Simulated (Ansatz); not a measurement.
C₂H₄BN (`B1C=NC1`), relaxed with RKS PBE0-D4/def2-TZVP in Ansatz 0.2.0 from a PBE-D4/def2-SVP geometry. The force threshold is 0.005 eV/Å; the program also tests the step.

Total charge 0; spin multiplicity 1.

Start:

```xyz
8

B     0.558    0.701   -0.044
C    -0.963    0.745   -0.159
N    -0.835   -0.553   -0.372
C     0.439   -0.817    0.389
H     1.381    1.251   -0.749
H    -1.857    1.318   -0.463
H     0.200   -1.034    1.444
H     1.076   -1.612   -0.047
```

Question: How much energy does the relaxation release, and in how many steps? (Estimate.)

Answer: Computed: 0.04 eV, in 5 steps.

Question: Which bonds change most? (Estimate.)

Answer: The calculation gave: B1–H5 from 1.216 to 1.194 Å; C2–N3 from 1.321 to 1.302 Å; C2–H6 from 1.104 to 1.085 Å; C4–H7 from 1.104 to 1.086 Å.

Question: Give the relaxed structure. (An estimate is asked.)

Answer: Computed: 
```xyz
8

B     0.555    0.690   -0.056
C    -0.954    0.733   -0.160
N    -0.841   -0.549   -0.358
C     0.436   -0.810    0.387
H     1.368    1.248   -0.727
H    -1.828    1.301   -0.465
H     0.208   -1.020    1.428
H     1.056   -1.593   -0.050
```
